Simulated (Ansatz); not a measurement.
Relaxation of BH8N3 (12 atoms, charge 0, multiplicity 1), to a largest force component of 0.03 eV/Å in at most 50 steps.

Theory: RKS PBE/6-31G* (Ansatz 0.2.0).

```xyz
12
Properties=species:S:1:pos:R:3
B -0.022 -0.153 0.154
N -0.057 -0.095 1.660
H -0.859 -0.551 2.099
H 0.797 -0.420 2.117
N 1.239 0.029 -0.516
H 1.263 0.181 -1.522
H 1.972 0.559 -0.048
N -1.227 -0.396 -0.577
H -2.103 -0.660 -0.137
H -1.291 -0.335 -1.589
H -0.243 2.238 0.275
H -0.259 2.055 0.966
```

Problem. Where does it end, and by what steps?

Solution. The forces met the threshold. The force dipped under the threshold on the way, but the program's further checks kept it going. After 20 steps the energy has fallen by 0.322 eV; H11 moved furthest, 1.96 Å.

| step | energy less start (eV) | largest force component (eV/Å) | accepted |
| --- | --- | --- | --- |
| 0 | 0.0000 | 1.493 | yes |
| 1 | -0.1561 | 0.691 | yes |
| 2 | -0.2162 | 0.437 | yes |
| 3 | -0.2517 | 0.204 | yes |
| 4 | -0.2728 | 0.211 | yes |
| 5 | -0.2860 | 0.109 | yes |
| 6 | -0.2960 | 0.220 | yes |
| 7 | -0.2931 | 0.767 | no |
| 8 | -0.3030 | 0.079 | yes |
| 9 | -0.3070 | 0.073 | yes |
| 10 | -0.3111 | 0.147 | yes |
| 11 | -0.3130 | 0.295 | yes |
| 12 | -0.3157 | 0.262 | yes |
| 13 | -0.3184 | 0.111 | yes |
| 14 | -0.3202 | 0.067 | yes |
| 15 | -0.3210 | 0.088 | yes |
| 16 | -0.3213 | 0.070 | yes |
| 17 | -0.3215 | 0.029 | yes |
| 18 | -0.3217 | 0.011 | yes |
| 19 | -0.3217 | 0.019 | yes |
| 20 | -0.3218 | 0.018 | yes |

```xyz
12
Properties=species:S:1:pos:R:3
B 0.016 -0.380 -0.054
N -0.083 0.189 1.278
H -0.894 -0.049 1.848
H 0.756 0.209 1.855
N 1.301 -0.436 -0.707
H 1.363 -0.600 -1.708
H 2.058 0.161 -0.382
N -1.155 -0.922 -0.693
H -2.081 -0.750 -0.309
H -1.185 -1.066 -1.699
H -0.487 3.411 1.827
H -0.398 2.688 1.624
```

Run time: 44 s on 1 thread of Arm Neoverse V2 (shared host), peak memory 0.11 GiB.
